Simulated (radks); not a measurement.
Spherical quantum dot in the effective-mass picture: electrons in a well V = -V0 / (1 + exp((r - R)/a)) with V0 = 7.94, R = 5.47, a = 0.47, with a point charge +1 (a donor) at the centre, all in effective atomic units (hartree* = m*/eps^2 hartree, bohr* = eps/m* bohr), one dielectric constant everywhere. Calculated with a radial shooting solver with Libxc functionals: non-relativistic Kohn-Sham, LDA (Slater exchange, Perdew-Wang correlation), spin-polarised, spherical densities. Levels are named by radial order and angular momentum (1s, 1p, 1d, 2s, ...), and open shells are averaged over m. Results are scaled to m* = 0.308 and eps = 17.4, for which hartree* = 27.68 meV and bohr* = 2.99 nm. Each electron was tried in the lowest free levels, single moves between levels near the top were tried too, and the lowest total energy was kept; such a search can miss a lower state. The series stops at N = 28: beyond it a trial failed or the search could not be trusted, so later rows were left out. At N = 1 the Hartree and exchange-correlation terms need not cancel, so that row can carry a self-interaction error.

\begin{tabular}{lrrrrr}
N & open shells & 2S & mu = E(N) - E(N-1) (meV) & addition energy mu(N+1) - mu(N) (meV) & e(HOMO) (meV) \\ \hline
1 & 1s(up 1, down 0) & 1 & -232.64 & 14.71 & -226.37 \\
2 & none & 0 & -217.93 & 18.43 & -213.09 \\
3 & 1p(up 1, down 0) & 1 & -199.51 & 7.120 & -196.00 \\
4 & 1p(up 2, down 0) & 2 & -192.39 & 7.272 & -188.75 \\
5 & 1p(up 3, down 0) & 3 & -185.11 & 9.027 & -181.48 \\
6 & 1p(up 3, down 1) & 2 & -176.09 & 6.794 & -172.72 \\
7 & 1p(up 3, down 2) & 1 & -169.29 & 6.885 & -165.85 \\
8 & none & 0 & -162.41 & 12.74 & -158.96 \\
9 & 2s(up 1, down 0) & 1 & -149.67 & 7.160 & -145.65 \\
10 & 1d(up 1, down 0) 2s(up 1, down 0) & 2 & -142.51 & 6.354 & -138.81 \\
11 & 1d(up 3, down 0) & 3 & -136.16 & 6.459 & -132.96 \\
12 & 1d(up 4, down 0) & 4 & -129.70 & 6.521 & -126.43 \\
13 & 1d(up 5, down 0) & 5 & -123.18 & 7.392 & -119.92 \\
14 & 1d(up 5, down 0) 2s(up 1, down 0) & 6 & -115.78 & 7.438 & -111.65 \\
15 & 1d(up 5, down 1) 2s(up 1, down 0) & 5 & -108.35 & 6.179 & -104.89 \\
16 & 1d(up 5, down 3) & 2 & -102.17 & 6.043 & -99.283 \\
17 & 1d(up 5, down 4) & 1 & -96.124 & 6.312 & -92.966 \\
18 & none & 0 & -89.812 & 7.408 & -86.660 \\
19 & 2s(up 1, down 0) & 1 & -82.404 & 10.82 & -78.156 \\
20 & none & 0 & -71.581 & 7.611 & -67.365 \\
21 & 1f(up 1, down 0) & 1 & -63.971 & 6.095 & -60.896 \\
22 & 1f(up 2, down 0) & 2 & -57.876 & 6.085 & -54.455 \\
23 & 1f(up 3, down 0) & 3 & -51.791 & 5.873 & -48.039 \\
24 & 2s(up 1, down 0) 1f(up 5, down 0) & 6 & -45.917 & 5.962 & -42.990 \\
25 & 2s(up 1, down 0) 1f(up 6, down 0) & 7 & -39.956 & 6.059 & -36.924 \\
26 & 2s(up 1, down 0) 1f(up 7, down 0) & 8 & -33.897 & 7.114 & -30.872 \\
27 & 1f(up 7, down 0) & 7 & -26.782 & 6.622 & -22.632 \\
28 & 1f(up 7, down 1) & 6 & -20.160 & - & -16.404 \\
\end{tabular}

All shells are closed at N = 2, 8, 18, 20 (there: 1s2 1p6 1d10 2s2); the second difference of the energy has clear peaks (12 % above both neighbours; the first and last values, which can be the largest, are not judged, and half-filled shells can peak too) at N = 2, 5, 8, 19.
